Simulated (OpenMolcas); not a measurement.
# Sn I: the spin-orbit constant, thermal populations, worked from levels

| Quantity | Value |
| --- | --- |
| Program | OpenMolcas 26.06 |
| Basis | ANO-RCC-VQZP [8s7p5d3f2g] |
| Scalar Hamiltonian | DKH2, point nucleus |
| Active space | 4 electrons in 9 orbitals (RAS2 5s 5p; RAS3 5d, at most 2 electrons) |
| State averaging | 2S+1 = 3 even, 3 roots; 2S+1 = 1 even, 6 roots; 2S+1 = 5 odd, 1 root; 2S+1 = 3 odd, 8 roots; 2S+1 = 1 odd, 5 roots |
| Spin-orbit coupling | RASSI with atomic mean-field integrals over the reference wave functions, term energies averaged over their components |

Methods: RASSCF; SS-RASPT2, IPEA 0.25 Eh, imaginary shift 0.1 Eh (closed shells correlated: 4d). Measured levels: NIST Handbook of Basic Atomic Spectroscopic Data.

**The spin-orbit constant.** For the Hund term 3P of p2, E(J) = (A/2) J(J+1) + constant and ζ = 2S·A = 2A. From J = 0 to J = 2 the energy changes by 3 A.

| Source | E(2) - E(0) | A | ζ |
| --- | --- | --- | --- |
| RASSCF | 3144.2 | 1048.1 | 2096 |
| SS-RASPT2 | 3092.8 | 1030.9 | 2062 |
| measured | 3427.7 | 1142.6 | 2285 |

All in cm-1. SS-RASPT2 is off by -9.8 % and RASSCF by -8.3 %. Both methods take the spin-orbit matrix elements from the reference wave functions, so the second can move ζ only through the term energies and any multistate remixing. Second-order mixing with other terms is absorbed into this ζ.

**Thermal populations.** Z = Σ (2J + 1) exp(-E/kT) with k = 0.695035 cm-1/K, over the levels below. No other level of either list lies under 34600 cm-1, which is above 7 kT at each temperature.

```json
{"Level": "5s2 5p2 3P0", "2J + 1": "1", "SS-RASPT2": "0.0", "measured": "0.0"}
{"Level": "5s2 5p2 3P1", "2J + 1": "3", "SS-RASPT2": "1490", "measured": "1692"}
{"Level": "5s2 5p2 3P2", "2J + 1": "5", "SS-RASPT2": "3090", "measured": "3428"}
{"Level": "5s2 5p2 1D2", "2J + 1": "5", "SS-RASPT2": "8310", "measured": "8613"}
{"Level": "5s2 5p2 1S0", "2J + 1": "1", "SS-RASPT2": "17070", "measured": "17162"}
```

| T (K) | Z, SS-RASPT2 | Z, measured levels | Ground level (%), SS-RASPT2 | Ground level (%), measured levels |
| --- | --- | --- | --- | --- |
| 2000 | 2.581 | 2.323 | 38.7 | 43.0 |
| 3000 | 3.697 | 3.379 | 27.0 | 29.6 |
| 5000 | 5.474 | 5.135 | 18.3 | 19.5 |

At 5000 K, kT = 3475 cm-1, and the computed levels give Z = 1.000 + 1.954 + 2.055 + 0.458 + 0.007 = 5.474.

Term energies are means over components that CASPT2 splits; among the terms shown or strongly mixed into the levels shown the widest spread is 22 cm-1 (5s2 5p2 1D, SS-RASPT2). The run also gave levels led by 5s2 5p 5d, which use shells meant for correlation; these and all levels above them are left out. Measured partners are found by configuration, term and J. A level has none where our copy of the source lacks it or the pairing is in doubt (some pairs that miss far off the trend of their configuration count as doubtful), and it then counts in no deviation. Levels of configurations outside the active space are missing.
